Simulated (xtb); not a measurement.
C₄H₉O₂Si (SMILES C=C[Si](OC)OC), doublet, geometry from GFN2-xTB; xtb 6.7.1 with GFN0-xTB with ALPB(chcl3).

The xtb input:
```
$ xtb mol.xyz --gfn 0 --uhf 1 --alpb chcl3 --json

# file mol.xyz
16

C     -2.63976547    -0.71890640    -0.36072929
C     -1.40115394    -1.13608991    -0.07651608
Si    -0.02884822    -0.05590286     0.56748430
O      1.46502206    -0.42122896    -0.00209172
C      2.07250668    -1.66693517    -0.13660589
O     -0.18585370     1.54567283     0.41857635
C      0.27300157     2.38939802    -0.61026395
H     -2.88901294     0.32823208    -0.37991117
H     -3.43262705    -1.40506812    -0.61117153
H     -1.22715998    -2.20654713    -0.03935828
H      2.15672978    -2.16647299     0.83210851
H      3.07155826    -1.50924196    -0.54551187
H      1.50479701    -2.31004468    -0.81367072
H      0.28866065     3.40677451    -0.21857773
H      1.27557955     2.10541813    -0.93099455
H     -0.40553005     2.33924027    -1.46487842
```

Predict the main parts of the log of this xtb run.


```
   ID    Z sym.   atoms
    1    6 C      1, 2, 5, 7
    2   14 Si     3
    3    8 O      4, 6
    4    1 H      8-16

           -------------------------------------------------
          |                Calculation Setup                |
           -------------------------------------------------

           -------------------------------------------------
          |                 G F N 0 - x T B                 |
           -------------------------------------------------

      * Solvation model:               ALPB
        Solvent                        chcl3
        Parameter file                 internal GFN-FF/ALPB
        Dielectric constant                4.8100E+00
        Reference state                gsolv [1 M gas/solution]
        Free energy shift                  3.3627E-03 Eh       2.1102E+00 kcal/mol
        Temperature                        2.9815E+02 K
        Density                            1.4900E+00 kg/L
        Solvent mass                       1.1938E+02 g/mol
        Interaction kernel             P16
        Born radius scaling (c1)           1.6026E+00
        Born radii integrator          GBOBC
        Born offset                        0.0000E+00 a0       0.0000E+00 AA
        H-bond correction              false
        Ion screening                  false
        Surface tension                    1.0000E-05 Eh       1.5569E+01 dyn/cm
        Grid points                               230 per atom

          ...................................................
          :                      SETUP                      :
          :.................................................:
          :  # basis functions                  52          :
          :  # atomic orbitals                  51          :
          :  # shells                           33          :
          :  # electrons                        41          :
          :  electronic temp.          300.0000000     K    :
          :  accuracy                    1.0000000          :
          :  -> integral cutoff          0.2500000E+02      :
          :  -> integral neglect         0.1000000E-07      :
          ...................................................

         :::::::::::::::::::::::::::::::::::::::::::::::::::::
         ::                     SUMMARY                     ::
         :::::::::::::::::::::::::::::::::::::::::::::::::::::
         :: total energy             -21.677377733477 Eh    ::
[...]
    10   1 H        0.925     0.158     1.341     1.811
    11   1 H        0.924     0.073     2.056     2.242
    12   1 H        0.924     0.099     1.793     2.094
    13   1 H        0.924     0.077     2.007     2.216
    14   1 H        0.924     0.090     1.874     2.141
    15   1 H        0.924     0.096     1.819     2.109
    16   1 H        0.924     0.080     1.979     2.200

 Mol. C6AA /au·bohr⁶  :       3219.613809
 Mol. C8AA /au·bohr⁸  :      99570.295392
 Mol. α(0) /au        :         95.328396

Wiberg/Mayer (AO) data.
largest (>0.10) Wiberg bond orders for each atom

 ---------------------------------------------------------------------------
     #   Z sym  total        # sym  WBO       # sym  WBO       # sym  WBO
 ---------------------------------------------------------------------------
     1   6 C    3.979 --     2 C    1.851     8 H    0.976     9 H    0.975
                             3 Si   0.159
     2   6 C    3.926 --     1 C    1.851     3 Si   1.055    10 H    0.963
     3  14 Si   3.661 --     6 O    1.163     4 O    1.155     2 C    1.055
                             1 C    0.159
     4   8 O    2.263 --     3 Si   1.155     5 C    0.985
     5   6 C    3.946 --     4 O    0.985    12 H    0.979    13 H    0.978
                            11 H    0.978
     6   8 O    2.245 --     3 Si   1.163     7 C    0.965
     7   6 C    3.945 --    14 H    0.981    16 H    0.980    15 H    0.979
                             6 O    0.965
     8   1 H    0.991 --     1 C    0.976
     9   1 H    0.989 --     1 C    0.975
    10   1 H    0.995 --     2 C    0.963
    11   1 H    0.994 --     5 C    0.978
    12   1 H    1.004 --     5 C    0.979
    13   1 H    0.993 --     5 C    0.978
    14   1 H    1.005 --     7 C    0.981
    15   1 H    0.995 --     7 C    0.979
    16   1 H    0.996 --     7 C    0.980
 ---------------------------------------------------------------------------

Topologies differ in total number of bonds
Writing topology from bond orders to xtbtopo.mol

 dipole moment from electron density (au)
     X       Y       Z
   0.5097  -0.2441   0.1025  total (Debye):    1.460

           -------------------------------------------------
          | TOTAL ENERGY              -21.677377733477 Eh   |
          | GRADIENT NORM               0.040439836441 Eh/α |
          | HOMO-LUMO GAP               1.386938644000 eV   |
           -------------------------------------------------

normal termination of xtb
```
